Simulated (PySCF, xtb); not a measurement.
C4H9O, SMILES C[CH]OCC, multiplicity 2. Atoms are numbered in the order given.

```xyz
14

C      2.4260     0.2109    -0.2873
C      1.1919    -0.1486     0.4579
O      0.0311     0.0432    -0.2221
C     -1.1644    -0.2366     0.4855
C     -2.3454     0.0567    -0.4172
H      2.4364    -0.2686    -1.2810
H      2.5184     1.3045    -0.4599
H      3.3203    -0.1150     0.2654
H      1.1381    -0.0431     1.5514
H     -1.2069     0.3839     1.4031
H     -1.1656    -1.2953     0.8084
H     -3.2909    -0.1499     0.1076
H     -2.3048    -0.5684    -1.3224
H     -2.3420     1.1124    -0.7293
```
Charge 0, spin multiplicity 2.

Geometry optimised at B3LYP-D3(BJ)/def2-SVP. The isomer is the one that the SMILES or the coordinates give; other isomers of the formula were not compared. The values are those of a single conformer.

Method: PySCF 2.14.0 with IEF-PCM-M06-2X/def2-SVP.

The values are the electrostatic part of the solvation free energy, E(continuum) − E(gas) at the gas-phase geometry, in a cavity of scaled van der Waals radii (PySCF's table); cavitation and dispersion terms are not included. The dipole moment in vacuum is 1.09 D.

```tsv
solvent	ε	ΔG(elec) (kcal/mol)	dipole (D)
water	78.36	(withheld)	(withheld)
diethylether	4.24	-1.6	1.31
dichloromethane	8.93	-2.1	1.38
```

Q: What belongs in the gaps? (The exact figures need the calculation; the answer reports its results.)

A: 
- water, ΔG(elec) (kcal/mol): -2.5
- water, dipole (D): 1.46

For comparison, GFN2-xTB/ALPB(water) (xtb, at the GFN2-xTB geometry, all terms of that model) gives -1.5 kcal/mol.
